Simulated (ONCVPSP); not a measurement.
**Logarithmic derivatives: Sn, ONCV**

```
Element                 : tin (Sn)
Generator               : ONCVPSP 4.0.1
Type                    : optimised norm-conserving Vanderbilt (ONCV)
Functional              : LDA (Perdew-Wang 92)
Relativity              : scalar-relativistic
Frozen core             : [Kr]
Valence charge          : 14
Reference configuration : 4d10 5s1 5p3
Partial waves           : 5s: rc 1.95 bohr, ncon 4, nbas 8, qcut 3.1 1/bohr, 1 projector; 5p: rc 2.65 bohr, ncon 4, nbas 7, qcut 3.7 1/bohr, 2 projectors, debl 3.7 Ha; 4d: rc 1.60 bohr, ncon 5, nbas 10, qcut 11.3 1/bohr, 2 projectors, debl 1.7 Ha
Local potential         : polynomial inside 1.40 bohr (lpopt 5, dvloc0 0 Ha)
Core correction         : Teter function, fcfact 2.25, rcfact 1.55
```

The phase is arctan(r·R′/R) of the radial function R(r), unwrapped; energies in Ha, scanned from -3 to 5 Ha. A pole is an energy at which the radial function vanishes at the test radius. The pseudo phase is shifted by a multiple of π to meet the all-electron one at the reference energy, and phase errors are pseudo minus all-electron; the curves can meet again beyond the range given. Levels narrower than the energy grid can be missing from the lists of poles.

For each channel, where are the poles, and over which energies does the pseudopotential scatter like the atom?

```
channel  radius (bohr)  reference energy (Ha)  poles, all-electron  poles, pseudo  unbroken range about the reference energy with phases within 0.05 rad  phase error 1 Ha above the reference energy (rad)
      s           1.98                  -0.43                 1.85           1.56                                                              below 1.9                                             -0.009
      p           2.69                  -0.16           0.74, 4.74     0.72, 4.84                                                              below 1.9                                             -0.004
      d           1.63                  -1.01                -0.39          -0.39                                                        the whole range                                             -0.000
```

Note: ghosts flagged at negative energy: s at -93.2 eV; GHOST(+) flagged for p at 97.3 eV. A true bound ghost makes a file unfit for plane-wave use.

Phases in the d channel:

```csv
E (Ha),all-electron,pseudo
-2.98,1.135,1.135
-2.54,1.028,1.028
-2.10,0.799,0.799
-1.66,0.122,0.122
-1.22,-0.975,-0.975
-0.78,-1.408,-1.408
-0.34,-1.587,-1.587
0.10,-1.697,-1.697
0.54,-1.791,-1.791
0.98,-1.893,-1.893
1.42,-2.028,-2.028
1.86,-2.247,-2.246
2.30,-2.654,-2.654
2.74,-3.318,-3.317
3.18,-3.884,-3.883
3.62,-4.186,-4.185
4.06,-4.349,-4.348
4.50,-4.448,-4.447
4.94,-4.515,-4.514
```
